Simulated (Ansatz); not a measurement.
## Worked example: ideal-gas entropy of C2HCl2F3 (2,2-Dichloro-1,1,1-trifluoroethane)

A singlet with charge 0, relaxed at PBE0-D4/def2-TZVP (Ansatz 0.2.0):

```xyz
8

F    -0.2199   -1.3351    1.1566
C     0.1798   -0.7650    0.0206
F     1.4918   -0.9663   -0.0954
F    -0.4299   -1.3664   -0.9899
C    -0.1097    0.7395    0.0676
Cl   -1.8267    1.0188    0.3111
Cl    0.4898    1.5173   -1.3888
H     0.4248    1.1573    0.9183
```

Harmonic wavenumbers in cm⁻¹: 71, 184, 211, 262, 357, 382, 529, 563, 679, 780, 851, 891, 1163, 1216, 1239, 1297, 1341, 3151.

Masses in u: F 18.998, C 12.011, Cl 35.45, H 1.008. Take T = 298.15 K, p = 1 bar, R = 8.3145 J/(mol K), kT/hc = 207.22 cm⁻¹, rigid rotor and harmonic oscillator.

Q: Compute the standard molar entropy.

A: 
1. Translation (Sackur–Tetrode): S = R[3/2 ln M + 5/2 ln T − 1.1517] with M = 152.924 gives 171.6 J/(mol K).
2. Rotation: principal moments 241.675, 300.024, 447.853 u Å² give A, B, C = 0.0698, 0.0562, 0.0376 cm⁻¹; the symmetry number is σ = 1; q = (√π/σ)√((kT/hc)³/ABC) = 435344; S = R(ln q + 3/2) = 120.4.
3. Vibration: with u = ν̃/207.22, each mode gives R[u/(eᵘ − 1) − ln(1 − e⁻ᵘ)]; the sum is 60.3, most from 71 cm⁻¹ (17.3), 184 cm⁻¹ (9.6), 211 cm⁻¹ (8.5).
4. Electronic: R ln 1 = 0.0, from the spin multiplicity alone.
5. Sum: 171.6 + 120.4 + 60.3 + 0.0 = 352.3 J/(mol K).

The tabulated value is 352.8 J/(mol K) (CRC Handbook of Chemistry and Physics): the model is off by -0.5. Where a soft mode is a torsion, a harmonic oscillator describes it poorly.
